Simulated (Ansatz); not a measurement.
Start from `[GeH3][O][GeH3]` and change one atom or group to get `B[O][GeH3]`.

Ansatz, PBE0-D4/def2-TZVP geometries, multiplicity 1. 

Scalar relativity is left out up to krypton.

| property | `[GeH3][O][GeH3]` |
| --- | --- |
| HOMO–LUMO gap (ωB97M-V/def2-TZVPP) / eV | 12.08 |
| HOMO energy (ωB97M-V/def2-TZVPP) / eV | -10.51 |
| HOMO energy (PBE0/def2-TZVPP) / eV | -8.20 |
| LUMO energy (B3LYP/def2-TZVPP) / eV | -0.48 |
| HOMO–LUMO gap (B3LYP/def2-TZVPP) / eV | 7.49 |
| ideal-gas entropy at 298 K and 1 bar (rigid rotor, harmonic PBE0-D4/def2-TZVP) / J/(mol·K) | 350 |

**Question.** Give the same properties after the change, and the shifts. (Best estimate.)

**Answer.** Ansatz gave: 
| property | `B[O][GeH3]` | shift |
| --- | --- | --- |
| HOMO–LUMO gap (ωB97M-V/def2-TZVPP) / eV | 12.02 | -0.06 |
| HOMO energy (ωB97M-V/def2-TZVPP) / eV | -10.49 | 0.02 |
| HOMO energy (PBE0/def2-TZVPP) / eV | -8.15 | 0.05 |
| LUMO energy (B3LYP/def2-TZVPP) / eV | -0.58 | -0.10 |
| HOMO–LUMO gap (B3LYP/def2-TZVPP) / eV | 7.39 | -0.10 |
| ideal-gas entropy at 298 K and 1 bar (rigid rotor, harmonic PBE0-D4/def2-TZVP) / J/(mol·K) | 305 | -45 |

With PBE0 the HOMO rises by 0.05 eV and the LUMO falls by 0.08 eV, so the gap narrows by about 0.13 eV. PBE moves the HOMO by -0.01 eV and ωB97M-V by 0.02 eV. The zero-point energy changes by -4.9 kJ/mol with -3 modes. Modes under 60 cm⁻¹, often nearly free rotors, make the harmonic entropy too high.

B3LYP here is the variant with VWN-RPA as its local correlation; programs differ in this.
